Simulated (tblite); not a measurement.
Species: C₅H₅O₂S (doublet state).
Cartesian coordinates in Å at the GFN2-xTB level; atoms count from 1:
```
atom  x, y, z in Å
C1     2.5960   -0.1148   -0.3403
S2     1.4243    0.8052   -1.3765
C3    -0.0075    0.3636   -0.5043
C4    -0.1679   -0.1181    0.7316
C5    -1.6059   -0.3443    0.9579
C6    -2.2185    0.3280   -0.2854
O7    -3.3767    0.5011   -0.5146
O8    -1.2242    0.7285   -1.0984
H9     3.5756    0.3314   -0.4734
H10    2.2575   -0.0283    0.6904
H11    2.6120   -1.1574   -0.6433
H12   -1.9871    0.1065    1.8746
H13   -1.8820   -1.4010    0.9637
```

All values are computed: GFN2-xTB (tblite) harmonic vibrations without scaling, gas phase. Errors from tens to a few hundred cm⁻¹ against measured bands are possible. One conformer, not necessarily the lowest. Open shells enter through the occupations alone, without spin polarisation, and single modes of such species can be off by tens of per cent.

Harmonic wavenumbers (cm⁻¹): 69.3, 136.4, 140.5, 165.8, 225.3, 277.1, 436.6, 476.6, 503.5, 545.2, 630.9, 734.4, 818.0, 863.7, 876.1, 942.1, 953.6, 973.5, 1015.2, 1071.9, 1113.6, 1195.5, 1306.6, 1384.2, 1414.1, 1440.8, 1507.5, 1820.1, 2958.5, 2994.7, 3001.7, 3038.1, 3067.4.

A = 5076, B = 1060, C = 889.8 MHz; mass 129.001 u (most abundant isotopes); point group C1, symmetry number 1; spin multiplicity 2.

Q: What is the zero-point energy?

A: Half the sum of the wavenumbers: 19049 cm⁻¹ = 227.88 kJ/mol.

Q: What is S at 298.15 K and 1 bar for an ideal gas of classical rigid rotors and harmonic oscillators?

A: Translation 169.47, rotation 119.65, vibration 85.34, spin (R ln 2) 5.76: S = 380.2 J/(mol K).

Q: And Cp and H(298.15 K) − H(0)?

A: Cp = 128.22 J/(mol K), of which vibrations give 94.96 (their classical limit is 33 R = 274.4); H(298.15 K) − H(0) = 23.97 kJ/mol without the zero-point energy, 14.05 from vibrations.

Q: What must be added to the electronic energy to get the Gibbs energy at 298.15 K and 1 bar?

A: ZPE + [H(298.15 K) − H(0)] − T·S = 227.88 + 23.97 − 113.36 = 138.49 kJ/mol.

Q: Which modes carry the vibrational entropy at 298.15 K?

A: 69.3 cm⁻¹: 17.46; 136.4 cm⁻¹: 11.94; 140.5 cm⁻¹: 11.70; 165.8 cm⁻¹: 10.39; 225.3 cm⁻¹: 8.02; 277.1 cm⁻¹: 6.49 J/(mol K); the other 27 give 19.34 together.

Q: Blend soft modes into free rotors: weight 1/[1 + (100 cm⁻¹/ν̃)⁴] for the oscillator and the rest for a rotor with moment μB/(μ + B), μ = h/(8π²ν), B = 10⁻⁴⁴ kg m². What vibrational entropy results?

A: 81.56 J/(mol K) in place of 85.34, which changes −T·S at 298.15 K by +1.12 kJ/mol.

Hindered rotation and anharmonicity are outside this model. Other conformers, if any are populated, would add a mixing term that is left out. The structure is chiral; the term R ln 2 for an equal mix with its mirror image is left out.

Hardware: an Arm Neoverse V1 with one thread, on a shared host. Cost: 0.41 s. This covers the Hessian and the dipole derivatives.
